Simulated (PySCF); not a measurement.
Compound: C₇H₁₅B.
Cartesian coordinates in Å at the PBE0-D3(BJ)/def2-SVP level; atoms count from 1:
```
atom  x, y, z in Å
C1     2.7491   -0.3181    0.2548
C2     1.3514   -0.9150    0.2327
C3     0.3416   -0.0567   -0.5205
C4    -1.0684   -0.6299   -0.5803
B5    -2.1633    0.0366   -1.4851
C6    -3.5402   -0.1102   -0.7543
C7    -3.2611   -1.0868    0.3968
C8    -1.7903   -0.8664    0.7586
H9     3.4583   -0.9582    0.8019
H10    3.1423   -0.1819   -0.7658
H11    2.7524    0.6712    0.7406
H12    1.0018   -1.0713    1.2678
H13    1.3810   -1.9196   -0.2269
H14    0.7073    0.1158   -1.5480
H15    0.3012    0.9434   -0.0499
H16   -1.0194   -1.6212   -1.1018
H17   -1.9662    0.5635   -2.5581
H18   -3.6955    0.9148   -0.3464
H19   -4.4355   -0.3208   -1.3589
H20   -3.3962   -2.1218    0.0359
H21   -3.9356   -0.9670    1.2597
H22   -1.3723   -1.6959    1.3511
H23   -1.6905    0.0439    1.3794
```

Level: PBE0/pcSseg-1 in PySCF, non-relativistic, on one gas-phase PBE0-D3(BJ)/def2-SVP geometry that isn't relaxed in the solvent. The solvent is an IEF-PCM continuum (Bondi radii, 1.10 Å for H, scaled by 1.2). The model holds no explicit solvent molecules, cavitation or dispersion.

Gas phase at PBE0/pcSseg-1: HOMO -7.89 eV, LUMO -0.65 eV, dipole 0.38 D.

What does the continuum do to the energy, the frontier levels and the dipole at PBE0/pcSseg-1 in cyclohexane and chloroform?

| solvent | ε | E(solvent) − E(gas) (kcal/mol) | polarisation term (kcal/mol) | distortion of the solute (kcal/mol) | HOMO (eV) | LUMO (eV) | dipole (D) |
| --- | --- | --- | --- | --- | --- | --- | --- |
| cyclohexane | 2.017 | -0.39 | -0.40 | 0.01 | -7.83 | -0.59 | 0.42 |
| chloroform | 4.711 | -0.71 | -0.75 | 0.04 | -7.80 | -0.56 | 0.46 |

The polarisation term is half the interaction of the solute with the surface charges that it induces; the rest is the cost of distorting the solute's density. The sum is the electrostatic part of solvation alone. From cyclohexane to chloroform the lowering changes by a factor 1.84, Onsager's factor (ε − 1)/(2ε + 1) by 1.76 and ε itself by 2.3.

Which Mulliken charges (PBE0/pcSseg-1) respond most in chloroform (means over atoms taken as equivalent)?

```csv
atoms,environment,gas (e),solvent (e),change
H17,B–H hydrogen,+0.004,-0.011,-0.015
C1,methyl carbon,-0.268,-0.278,-0.010
B5,three-coordinate boron,+0.441,+0.450,+0.009
H18,methylene hydrogen,+0.138,+0.146,+0.008
C6,sp3 carbon bound to boron,-0.486,-0.493,-0.007
H16,methine hydrogen,+0.137,+0.144,+0.007
C7,ring CH2 carbon,-0.196,-0.201,-0.005
C3,chain CH2 carbon,-0.165,-0.170,-0.005
C8,ring CH2 carbon,-0.179,-0.183,-0.004
H20,methylene hydrogen,+0.111,+0.114,+0.003
H15,methylene hydrogen,+0.107,+0.110,+0.003
H23,methylene hydrogen,+0.108,+0.111,+0.003
```

How do the nuclear quadrupole coupling constants eQVzz/h respond in chloroform?

```json
{"nucleus": "11B at B5", "Q (barn)": "0.04059", "gas (MHz)": "5.75", "solvent (MHz)": "5.74", "η gas": "0.05", "η solvent": "0.06"}
```
